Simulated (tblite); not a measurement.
Compound: C6H11ClOSi.
Atom-mapped SMILES: `[CH3:1][C:2]1=[CH:3][SiH2:4][O:5][C@H:6]1[CH2:7][CH2:8][Cl:9]` (hydrogens: H10, H11, H12 on C1; H13 on C3; H14, H15 on Si4; H16 on C6; H17, H18 on C7; H19, H20 on C8)

The geometry is computed with GFN2-xTB (gas phase).

Problem. List the bond lengths, angles and torsions at this level.

Solution. 
```json
{"bond": "C1–C2", "length (pm)": "149.2", "order": "single"}
{"bond": "C2=C3", "length (pm)": "133.1", "order": "double"}
{"bond": "C3–Si4", "length (pm)": "187.4", "order": "single"}
{"bond": "Si4–O5", "length (pm)": "164.3", "order": "single"}
{"bond": "O5–C6", "length (pm)": "140.5", "order": "single"}
{"bond": "C6–C7", "length (pm)": "153.7", "order": "single"}
{"bond": "C7–C8", "length (pm)": "151.8", "order": "single"}
{"bond": "C8–Cl9", "length (pm)": "178.2", "order": "single"}
{"bond": "C2–C6", "length (pm)": "151.2", "order": "single"}
{"bond": "C1–H10, C1–H11, C1–H12", "length (pm)": "108.9", "order": "single"}
{"bond": "C3–H13", "length (pm)": "107.6", "order": "single"}
{"bond": "Si4–H14", "length (pm)": "145.9", "order": "single"}
{"bond": "Si4–H15", "length (pm)": "146.2", "order": "single"}
{"bond": "C6–H16", "length (pm)": "110.0", "order": "single"}
{"bond": "C7–H17", "length (pm)": "109.0", "order": "single"}
{"bond": "C7–H18", "length (pm)": "109.2", "order": "single"}
{"bond": "C8–H19", "length (pm)": "108.9", "order": "single"}
{"bond": "C8–H20", "length (pm)": "109.0", "order": "single"}
```

Bonds in one row agree within 1 pm and their mean is given. Orders are formal, as drawn. A selection of angles:
```json
{"angle": "C1–C2–C3", "degrees": "126.9"}
{"angle": "C1–C2–C6", "degrees": "118.7"}
{"angle": "C3–C2–C6", "degrees": "114.4"}
{"angle": "C2–C3–Si4", "degrees": "108.5"}
{"angle": "C3–Si4–O5", "degrees": "91.9"}
{"angle": "Si4–O5–C6", "degrees": "115.5"}
{"angle": "O5–C6–C7", "degrees": "109.6"}
{"angle": "C2–C6–O5", "degrees": "109.3"}
{"angle": "C2–C6–C7", "degrees": "111.1"}
{"angle": "C6–C7–C8", "degrees": "110.3"}
{"angle": "C7–C8–Cl9", "degrees": "110.6"}
```

Dihedral angles: C1–C2–C3–Si4 -179° (antiperiplanar); C2–C3–Si4–O5 2° (synperiplanar); C3–Si4–O5–C6 -6° (synperiplanar); Si4–O5–C6–C7 -115° (anticlinal); O5–C6–C7–C8 -55° (synclinal); C6–C7–C8–Cl9 179° (antiperiplanar); C1–C2–C6–O5 175° (antiperiplanar).

The C–C distances run from 1.331 Å (C2=C3, drawn double) to 1.537 Å (C6–C7, drawn single), a spread of 0.206 Å. Of the pairs four or more bonds apart, O5···H19 is among the closest relative to their van der Waals radii: 2.51 Å, 92 % of the sum of Bondi's values. The 5-membered ring C2–C3–Si4–O5–C6 has internal angles of 91.9° to 115.5°; it is almost planar, 0.03 Å rms from its mean plane, widest ring torsion 7°. Si4 (oxygen-bound silicon) has angles from 91.9° to 115.8°.

Point group: C1 (no symmetry element, even within 0.4 Å). Its GFN2-xTB frequencies are all real (lowest 43 cm⁻¹). The numbers are those of one conformer. 3 starts were optimised and ended at 0.00, 0.01 and 3.04 kcal/mol (GFN2-xTB); the lowest of these is shown.
